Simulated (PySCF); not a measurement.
# How methods differ on the ionisation energy of Ne²⁺

Ne²⁺ [He] 2s2 2p4 (3P) → Ne³⁺ [He] 2s2 2p3 (4S), as a difference of total energies. Calculation: PySCF 2.14, in dyall-acv3z (15s9p4d2f, 76 functions); the non-relativistic Hamiltonian (point nucleus). Correlated levels: valence: 1s2 frozen; valence and next inner shell: nothing frozen; virtual orbitals above 40 to 60 times the deepest correlated orbital energy dropped. The calculations carry no spin-orbit coupling.

```
                                method  ionisation energy (eV)
                                   UHF                  61.822
                                   LDA                  63.644
                                   PBE                  63.886
                                  PBE0                  63.734
                                r2SCAN                  63.619
                                  MN15                  63.863
                                 wB97X                  63.569
                               r2SCAN0                  63.519
                                 B97-3                  63.794
                         MP2 (valence)                  63.052
                     SCS-MP2 (valence)                  63.163
    MP2 (valence and next inner shell)                  63.082
SCS-MP2 (valence and next inner shell)                  63.177
```

A first-order spin-orbit estimate (lowest level to lowest level, LS coupling) adds 0.038 eV.

Errors of the correlated levels include the incompleteness of this basis and the frozen core.

Q: Which method comes closest to the reference value, and which is furthest?

A: The reference is 63.423 eV (measured; NIST Atomic Spectra Database, ionization energies). Closest: r2SCAN0 (error 0.134 eV); furthest: UHF (error -1.563 eV), both after the spin-orbit estimate.
